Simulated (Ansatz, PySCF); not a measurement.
Reaction (SMILES): C[Si](C)(O)[SiH2]O + 4 [SiH4] (SiH4) → 2 C[SiH3] [methylsilane] + 2 O[SiH3] [hydroxysilane] + [SiH3][SiH3]
Geometries: B3LYP-D3(BJ)/def2-TZVP minima from Ansatz (a quantum-chemistry and plane-wave program), one conformer each, not searched for the lowest. Frequencies are from Ansatz or PySCF.

Quantity: bond separation energy (enthalpy at 298 K, with B3LYP-D3(BJ) rigid-rotor harmonic-oscillator terms), in kcal/mol. Valence correlation only, unless marked. No spin-orbit coupling. No relativistic terms. Basis-set limits of correlation are two-point, X^-3; Hartree-Fock from the larger set. The bracket is a focal-point correction in the basis named.

| level | program | bond separation energy (kcal/mol) |
|---|---|---|
| SVWN5/def2-TZVPD | Ansatz | [?] |
| PBE/def2-TZVPD | Ansatz | [?] |
| revPBE-D4/def2-TZVPD | Ansatz + dftd4 | 3.0 |
| revPBE/def2-TZVPD | Ansatz | -0.8 |
| B3LYP/def2-TZVPD | Ansatz | [?] |
| PBE0/STO-3G | Ansatz | 5.2 |
| PBE0/def2-TZVP | Ansatz | 0.2 |
| r2SCANh/def2-TZVPD | Ansatz | 0.7 |
| r2SCAN0-D4/def2-TZVPD | Ansatz + dftd4 | 1.1 |
| B2PLYP/def2-TZVPD | Ansatz | 0.5 |
| RPA@PBE/cc-pV(T+d)Z | Ansatz | [?] |
| RI-MP2/CBS(cc-pV(T+d)Z,cc-pV(Q+d)Z)+[CCSD(T)-MP2]/cc-pV(T+d)Z | Ansatz | 1.4 |

Task: What belongs in the gaps?

Result: 
- SVWN5/def2-TZVPD, bond separation energy (kcal/mol): 3.1
- PBE/def2-TZVPD, bond separation energy (kcal/mol): 0.4
- B3LYP/def2-TZVPD, bond separation energy (kcal/mol): -0.5
- RPA@PBE/cc-pV(T+d)Z, bond separation energy (kcal/mol): 1.7
